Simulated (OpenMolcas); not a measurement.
## N I: effect of the level shift or regulariser

```
Program             : OpenMolcas
Basis               : ANO-RCC-VQZP [5s4p3d2f1g]
Scalar Hamiltonian  : DKH2, point nucleus
Active space        : 5 electrons in 8 orbitals (2s 2p 3s 3p)
State averaging     : 2S+1 = 4 odd, 1 root; 2S+1 = 2 odd, 8 roots; 2S+1 = 4 even, 3 roots; 2S+1 = 2 even, 5 roots kept (CI in the orbitals of an earlier block, 0 in the spin-orbit step)
Spin-orbit coupling : state interaction with AMFI integrals over the reference wave functions, term energies averaged over their components
```

Methods on the same reference wave functions:
A. CASSCF
B. SS-CASPT2, IPEA 0.25 Eh, imaginary shift 0.1 Eh (closed shells correlated: 1s)
C. SS-CASPT2, IPEA 0.25 Eh, sigma2 regulariser 0.3 Eh (closed shells correlated: 1s)

Energies in cm-1 above 2s2 2p3 4S* 3/2, the measured ground level; measured values from NIST Handbook of Basic Atomic Spectroscopic Data.

| Level | A | B | C | Measured |
| --- | --- | --- | --- | --- |
| 2s2 2p3 4S* 3/2 | 0.0 | 0.0 | 0.0 | 0.0 |
| 2s2 2p3 2D* 3/2 | 22209 | 19690 | 19690 | 19233 |
| 2s2 2p3 2D* 5/2 | 22214 | 19690 | 19690 | 19224 |
| 2s2 2p3 2P* 1/2 | 28502 | 29000 | 29000 | 28839 |
| 2s2 2p3 2P* 3/2 | 28506 | 29000 | 29000 | 28839 |
| 2s 2p4 4P 5/2 | 88510 | 87870 | 87870 | 88107 |
| 2s 2p4 4P 3/2 | 88560 | 87920 | 87920 | 88151 |
| 2s 2p4 4P 1/2 | 88589 | 87950 | 87950 | 88171 |

Deviations, from unrounded energies. A percentage is the sum of absolute deviations over the sum of measured energies, with the sign that they share, or ± where signs differ.

```
                        Against measurement  Levels     A     B     C
             mean absolute deviation (cm-1)       7  1100   280   280
other terms of the ground configuration (%)       4  ±6.9  +1.3  +1.3
                   other configurations (%)       3  +0.5  -0.3  -0.3
```

B, C lie about equally close to measurement and A furthest from it. The largest miss of B in the table is 2s2 2p3 2D* 5/2, by +470 cm-1. The ranking rests on the paired levels alone, and a cruder setting can come out closer through cancelling errors.

Between B and C no level of the table moves by more than 5 cm-1.

The two smallest mean deviations differ by little beside CASPT2's spread within terms, so their order carries little weight.

From A to B the spin-free energies of the other terms of 2s2 2p3 shown, above 4S*, scale by factors of 0.89 to 1.02.

The lowest spin-free term lies below A's lowest term by 0.093 hartree in B, 0.093 hartree in C.

CASPT2 does not keep the components of a term degenerate, so their means are used; among the terms shown or strongly mixed into the levels shown the widest spread is 55 cm-1 (2s2 2p3 2D*, B). Active for correlation alone: 3p 3s; no level in the range computed is led by a configuration that fills them, so any true level of that kind is missing. Without dynamic correlation excited terms often stand tens of per cent too high (terms of higher spin than the ground term too low), and those without a measured partner can miss by more than the paired ones (holds for A). Measured partners are found by configuration, term and J. A level has none where our copy of the source lacks it or the pairing is in doubt (some pairs that miss far off the trend of their configuration count as doubtful), and it then counts in no deviation. Only configurations of the active space appear.

* marks odd parity.
